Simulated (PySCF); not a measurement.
Input file for PySCF: R-MP2/6-31G* on HCl (SMILES Cl) with ghost functions, monomers drawn apart or pushed together.

```python
from pyscf import gto, scf, dft, mp
from pyscf.data.elements import chemcore

mol = gto.M(
    atom='''
    Cl   -0.34072141   -1.53255421   -0.63115343
    H    -0.27153273   -0.80216449    0.43500010
    ghost-C   -0.01610235    1.91501758    4.38997832
    ghost-N   -0.07642390    1.26647062    3.44967480
    ghost-H    0.04029052    2.51960102    5.26767115
    ''',
    basis='6-31g*',
    cart=True,
    charge=0, spin=0, verbose=3, max_memory=1800)
mf = scf.RHF(mol)
mf.conv_tol = 1e-8
mf.max_cycle = 100
mf.kernel()
if not mf.converged:
    mf = mf.newton().run(mf.mo_coeff, mf.mo_occ)
pt = mp.MP2(mf, frozen=chemcore(mol)).run()
```

Program output:

```
converged SCF energy = -460.059480997617
E(RMP2) = -460.19224926334  E_corr = -0.132768265723387
E(SCS-RMP2) = -460.191008208381  E_corr = -0.131527210764295
```

The calculation finished and met its thresholds.

Cost: about 0.6 core-seconds (a rough figure).
